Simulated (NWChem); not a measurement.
Program: NWChem. System: C2H5Se, charge 1, spin multiplicity 1, at the geometry of a parent with another charge or spin, in a state set for the comparison that need not be this species' ground state. Level: RHF/def2-SVPD.

The NWChem input:

```
start mol
memory heap 200 mb stack 900 mb global 1100 mb
charge 1
geometry units angstroms nocenter noautoz noautosym
  C      1.531290     0.189962    -0.567798
  Se    -0.011013    -0.203888     0.392060
  C     -1.338038     0.510865    -0.862980
  H      2.481454    -0.113798    -0.124887
  H      1.508630     0.926964    -1.373296
  H     -1.170210     1.585715    -1.016302
  H     -1.277565    -0.026516    -1.818814
  H     -2.327371     0.354872    -0.412061
end
basis spherical
  * library def2-svpd
end
scf
  rhf
  nopen 0
  maxiter 100
  thresh 1e-7
  semidirect memsize 60000000 filesize 0
end
task scf energy
```

Output (cleaned and shortened):

```
             Northwest Computational Chemistry Package (NWChem) 7.3.0
             --------------------------------------------------------

                                NWChem Input Module
                                -------------------

 Scaling coordinates for geometry "geometry" by  1.889725989
 (inverse scale =  0.529177249)

                             Geometry "geometry" -> ""
                             -------------------------

 Output coordinates in angstroms (scale by  1.889725989 to convert to a.u.)

  No.       Tag          Charge          X              Y              Z
 ---- ---------------- ---------- -------------- -------------- --------------
    1 C                    6.0000     1.53129000     0.18996200    -0.56779800
    2 Se                  34.0000    -0.01101300    -0.20388800     0.39206000
    3 C                    6.0000    -1.33803800     0.51086500    -0.86298000
    4 H                    1.0000     2.48145400    -0.11379800    -0.12488700
    5 H                    1.0000     1.50863000     0.92696400    -1.37329600
    6 H                    1.0000    -1.17021000     1.58571500    -1.01630200
    7 H                    1.0000    -1.27756500    -0.02651600    -1.81881400
    8 H                    1.0000    -2.32737100     0.35487200    -0.41206100

 Effective nuclear repulsion energy (a.u.)     176.2248740385

            Nuclear Dipole moment (a.u.)
            ----------------------------
        X                 Y               Z
 ---------------- ---------------- ----------------
     0.0000151178     0.0000132281     0.0000226767


 Summary of "ao basis" -> "" (spherical)
 ------------------------------------------------------------------------------
       Tag                 Description            Shells   Functions and Types
 ---------------- ------------------------------  ------  ---------------------
 *                         def2-svpd                  on all atoms

 Summary of "ao basis" -> "ao basis" (spherical)
 ------------------------------------------------------------------------------
       Tag                 Description            Shells   Functions and Types
[...]
     9      0.178820  1 C  py                 7      0.172166  1 C  pz
    38      0.161290  2 Se pz               107      0.160162  7 H  s
    35      0.153398  2 Se pz

 Vector   26  Occ=0.000000D+00  E=-2.094507D-01
              MO Center=  9.4D-01,  3.9D-02, -2.7D-01, r^2= 2.9D+00
   Bfn.  Coefficient  Atom+Function         Bfn.  Coefficient  Atom+Function
  ----- ------------  ---------------      ----- ------------  ---------------
     6      0.355137  1 C  py                37     -0.341370  2 Se py
     9      0.339514  1 C  py                 7      0.263895  1 C  pz
    34     -0.244971  2 Se py                10      0.229703  1 C  pz
    38     -0.213012  2 Se pz                35     -0.152912  2 Se pz
    31      0.151712  2 Se py

 Vector   27  Occ=0.000000D+00  E=-8.827339D-02
              MO Center=  3.1D-01, -3.1D-01,  5.0D-01, r^2= 8.2D+00
   Bfn.  Coefficient  Atom+Function         Bfn.  Coefficient  Atom+Function
  ----- ------------  ---------------      ----- ------------  ---------------
    39      0.926129  2 Se px                83     -0.497480  4 H  s
    36      0.450182  2 Se px                64      0.385689  3 C  s
    65      0.263787  3 C  s                  2     -0.231218  1 C  s
     8      0.211127  1 C  px                33      0.189667  2 Se px
     4      0.183115  1 C  s                 87      0.167121  4 H  px

 Vector   28  Occ=0.000000D+00  E=-6.941940D-02
              MO Center=  1.5D-01,  6.6D-01, -8.8D-01, r^2= 9.7D+00
   Bfn.  Coefficient  Atom+Function         Bfn.  Coefficient  Atom+Function
  ----- ------------  ---------------      ----- ------------  ---------------
    26      2.035862  2 Se s                 83     -1.029621  4 H  s
    41     -0.864761  2 Se pz                64      0.803549  3 C  s
    25     -0.780417  2 Se s                  3      0.651627  1 C  s
    91     -0.566177  5 H  s                 99     -0.548547  6 H  s
    40      0.507218  2 Se py               107     -0.499437  7 H  s

 center of mass
 --------------
 x =   0.01152998 y =  -0.08633139 z =   0.15734463

 moments of inertia (a.u.)
 ------------------
         145.739357176020          21.598967549092         -18.333354620540
          21.598967549092         347.327915194177          55.258933295620
         -18.333354620540          55.258933295620         274.159722007665

  Mulliken analysis of the total density
  --------------------------------------

    Atom       Charge   Shell Charges
 -----------   ------   -------------------------------------------------------
    1 C    6     5.80   1.99  0.97  0.18 -0.05  1.77  0.94  0.03 -0.03
    2 Se  34    33.60   2.00  2.00  2.00  1.38  0.41 -0.02  6.00  5.98  1.83  1.84  0.05  8.21  1.75  0.16  0.01
    3 C    6     6.23   1.99  0.88  0.13 -0.03  1.98  1.27  0.03 -0.01
    4 H    1     0.99   0.72  0.21  0.03  0.03
    5 H    1     0.89   0.71  0.13  0.03  0.02
    6 H    1     0.83   0.73  0.03  0.03  0.05
    7 H    1     0.82   0.72  0.02  0.03  0.05
    8 H    1     0.84   0.72  0.03  0.03  0.06

       Multipole analysis of the density wrt the origin
       ------------------------------------------------

     L   x y z        total         open         nuclear
     -   - - -        -----         ----         -------
     0   0 0 0      1.000000      0.000000     51.000000

     1   1 0 0      0.658241      0.000000      0.000015
     1   0 1 0      0.480670      0.000000      0.000013
     1   0 0 1     -0.851700      0.000000      0.000023

     2   2 0 0    -11.958018      0.000000    148.795859
     2   1 1 0     -0.095967      0.000000    -13.610313
     2   1 0 1     -0.820264      0.000000     13.051804
     2   0 2 0    -21.215646      0.000000     23.958785
     2   0 1 1     -1.730239      0.000000    -32.062957
     2   0 0 2    -19.005980      0.000000     64.426417

 Task  times  cpu:        7.8s     wall:        7.8s

 Total times  cpu:        7.8s     wall:        7.8s
```
